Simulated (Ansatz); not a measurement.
CH4BrGaO can be A, `O[CH2][GaH][Br]`, or B, `C[O][GaH][Br]`.

Computed with Ansatz on PBE0-D4/def2-TZVP structures; ΔE is electronic, products minus reactants. CCSD(T)/CBS adds triple-zeta CCSD(T) − MP2 to the extrapolated MP2 energy (def2 sets, frozen cores). Functionals use def2-TZVPP. B3LYP here is the variant with VWN-RPA as its local correlation; programs differ in this. For Br, Ga outer-core shells are correlated without core-valence functions, which leaves a few kJ/mol of doubt a bond. Scalar relativity is left out up to krypton. One conformer a species, not always the lowest.

Q: Which isomer does CCSD(T)/CBS put lower? Give the gap. (Best estimate.)

A: Ansatz gave: B, by 19.9 kcal/mol.

Q: Give E(B) − E(A) in kcal/mol with LDA (SPW92), PBE-D4, BLYP-D4, PBE0-D4, ωB97M-V, B3LYP, r2SCAN-D4. (Best estimate.)

A: Ansatz gave: LDA (SPW92) -19.2, PBE-D4 -19.1, BLYP-D4 -20.9, PBE0-D4 -18.8, ωB97M-V -19.5, B3LYP -20.3, r2SCAN-D4 -21.0. None reverses the order clearly.

Q: Does the order hold for the free energy at 298.15 K (harmonic terms from PBE0-D4)? (Best estimate.)

A: Ansatz gave: Yes: G(B) − G(A) = -19.2 kcal/mol, for one conformer each. Modes under 60 cm⁻¹, often nearly free rotors, make the harmonic entropy too high.

Largest T1 diagnostic: 0.012.

Leaving LDA and LC-ωPBE aside and taking each functional with its dispersion term where it has one, the values, not all of them listed here, spread over 3.0 kcal/mol, from B97M-V to HSE06-D4. At CCSD(T), def2-SVP lies −4.1 kcal/mol from the extrapolated value and def2-TZVPP −1.2 kcal/mol.
